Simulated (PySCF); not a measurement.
A PySCF script (with the pyscf-properties extension) for the NMR shieldings of `InChI=1S/C4H7BCl2S/c1-4(8-2)3-5(6)7/h3H,1-2H3/b4-3-`, on a GFN2-xTB geometry:

```python
import basis_set_exchange as bse
import numpy as np
from pyscf import gto, dft
from pyscf.prop import nmr

atoms = """
C    -1.866195    1.549016    0.313795
S    -0.052360    1.404192    0.188431
C     0.228181   -0.302126   -0.057259
C    -0.959222   -1.205665   -0.090608
C     1.486797   -0.788075   -0.205538
B     2.814315   -0.040763   -0.188973
Cl    2.929467    1.671234    0.031697
Cl    4.289747   -0.926459   -0.393440
H    -2.047950    2.604833    0.488384
H    -2.242837    0.971831    1.151377
H    -2.339940    1.247414   -0.614455
H    -1.643524   -0.922376   -0.889116
H    -1.503793   -1.162715    0.852012
H    -0.641223   -2.231266   -0.257808
H     1.544123   -1.861084   -0.350410
"""
names = dict.fromkeys(["C", "S", "B", "Cl", "H"], "pcSseg-1")
basis = {el: gto.basis.parse(bse.get_basis(n, elements=[el], fmt="nwchem")) for el, n in names.items()}
mol = gto.M(atom=atoms, basis=basis, charge=0, verbose=0)
mf = dft.RKS(mol, xc="PBE0")
mf.grids.level = 2
mf.grids.alignment = dft.numint.BLKSIZE   # the property module wants whole blocks of grid points
mf.conv_tol = 1e-9
mf.kernel()

calc = nmr.RKS(mf)   # GIAO
C = mf.mo_coeff
Co = C[:, mf.mo_occ > 0]
resp = mf.gen_response(singlet=True, hermi=2)
def vind(x):   # induced exchange potential for any number of trial vectors
    d = np.einsum("pi,xij,qj->xpq", C, 2 * x.reshape(-1, C.shape[1], Co.shape[1]), Co, optimize=True)
    return np.einsum("xpq,pi,qj->xij", resp(d - d.transpose(0, 2, 1)), C, Co, optimize=True).ravel()
mo1, _ = nmr.rhf.solve_mo1(calc, with_cphf=vind)
sigma = calc.kernel(mo1)
for i, s in enumerate(sigma):   # ppm
    print("%2d %-2s %9.2f" % (i, mol.atom_pure_symbol(i), np.trace(s) / 3))
```

Q: What does it print?

A: 
```
 0 C     166.82
 1 S     403.77
 2 C       3.93
 3 C     157.51
 4 C      59.13
 5 B      52.80
 6 Cl    684.71
 7 Cl    710.90
 8 H      29.63
 9 H      29.39
10 H      29.38
11 H      29.45
12 H      29.43
13 H      29.55
14 H      25.38
```

These numbers come from an equivalent density-fitted implementation of the same equations, which agrees with the script to about 0.01 ppm for H and up to a few tenths of a ppm for heavy atoms, so last digits may differ.

Size and cost of the density-fitted run: 192 basis functions, 30 s wall time on 1 thread of an Intel Xeon 6975P-C, shared host; peak memory 0.86 GiB.
